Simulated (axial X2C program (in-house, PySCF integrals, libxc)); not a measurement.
# LiSe⁺ at several levels of theory

Computed with an axial X2C code built on PySCF integrals. Spin-free means the one-electron spin-free X2C Hamiltonian; two-component (2c) means X2C with spin–orbit coupling and atomic mean-field two-electron Coulomb and Gaunt terms, so the difference of the two also holds small scalar two-electron terms. Basis: Se dyall-cv3z [8s9p6d4f1g], Li dyall-cv3z [7s8p2d] (cores contracted in-house); Gaussian nuclei, density fitting, unrestricted open shells. Masses: Se 79.917 u, Li 7.016 u.

Input file and command:
```json
{
 "zs": [
  34,
  3
 ],
 "q": 1,
 "bas": [
  "dyall-cv3z",
  "dyall-cv3z"
 ],
 "levels": [
  "PBE0",
  "HF",
  "BLYP"
 ],
 "cc": true,
 "r0": 2.31,
 "thr": -2.0,
 "nmax": 90,
 "npts": 10,
 "nst": 2,
 "ntry": 6
}
```
```bash
python so2c.py task.json out
```

Keys: zs atomic numbers; q charge; bas basis sets; levels methods; cc coupled cluster on or off; r0 starting distance in Å; thr threshold in hartree for freezing inner shells (an s shell follows its p shell); nmax most natural virtual spinors; npts points on the curve; nst determinants followed; ntry starts of the search. HF also brings MP2.

State, spin-free: M_S = 1, Λ = 0 (beyond evenly filled blocks: π+α, π-α); electrons by block: σα: 9, σβ: 9, π+α: 4, π+β: 3, π-α: 4, π-β: 3, δ+α: 1, δ+β: 1, δ-α: 1, δ-β: 1. Fragments: Se + Li+.

State, 2c: Ω = 1 (⟨Sz⟩ = 0.99, ⟨Lz⟩ = 0.01 at PBE0); electrons by block: 1/2: 12, -1/2: 13, 3/2: 5, -3/2: 4, 5/2: 1, -5/2: 1. Fragments: Se + Li+.

```
Hamiltonian    level  Re (Å)  ωe (cm⁻¹)  ωexe (cm⁻¹)  αe (cm⁻¹)  De (eV)  D0 (eV)  k (mdyn/Å)  μ (D)
  spin-free     PBE0   2.571      322.4         3.53     0.0062    0.941    0.921       0.395   8.69
  spin-free       HF   2.603      315.1         3.93    0.00644    0.861    0.842       0.377   9.05
  spin-free      MP2   2.612      307.4         3.69    0.00642    0.848    0.829       0.359    n/a
  spin-free     CCSD   2.611      308.3         3.63    0.00634    0.848    0.829       0.361    n/a
  spin-free  CCSD(T)   2.614      307.2         3.59    0.00631    0.851    0.832       0.359    n/a
  spin-free     BLYP   2.599      308.7         3.35    0.00605    0.944    0.925       0.362   8.69
         2c     PBE0   2.573      320.9         3.54    0.00623    0.896    0.876       0.391   8.70
         2c       HF   2.606      312.3         3.98    0.00652      n/a      n/a       0.371   9.07
         2c      MP2   2.614      306.3          3.7    0.00644    0.739    0.720       0.357    n/a
         2c     CCSD   2.613      306.3         3.68     0.0064    0.750    0.731       0.356    n/a
         2c  CCSD(T)   2.616      305.1         3.63    0.00637    0.748    0.729       0.354    n/a
         2c     BLYP   2.602      306.7         3.38    0.00609    0.852    0.833       0.357   8.70
```

Correlated methods: 6 electrons correlated (number of frozen shells: Se 3 s, 2 p, 1 d; Li 1 s), 188 virtual spin orbitals or spinors in MP2, 58 natural virtuals in coupled cluster.

Dipoles are positive if Li is the positive end and refer to the centre of mass.

One determinant describes the state; a PBE0 search over occupations chose it and may have missed a lower one. De is counted from the lowest determinant-based energies of the atoms at the same level, without counterpoise correction. De is not given where an atomic determinant may have missed its ground term or J level, or where the truncated virtual space spoils (T). Density functionals use the spin component along the axis (collinear). Coupled cluster ran in a truncated set of natural virtual spinors; the MP2 energy of the rest was added. (T) has no such correction and the atoms are truncated less, which lowers De at CCSD(T) by a hundredth of an eV or more. Without a current term, density functionals place determinants with orbital angular momentum somewhat too high. With several unpaired electrons one determinant need not be a pure state. Open-shell Ω = 0 determinants with evenly filled partner blocks cannot be reached by this program, so the Ω shown need not be the lowest component. This is the Ω = 1 component of a π² triplet; the 0⁺ component is not one determinant and can lie lowest.

Rough cost a point (2c) on 1 thread(s) of a shared host, integrals apart: PBE0 0.29 s, HF 0.22 s, CCSD(T) 0.7 s, BLYP 0.2 s.

The whole task took 44 s on 1 thread of Arm Neoverse V2 (shared host).
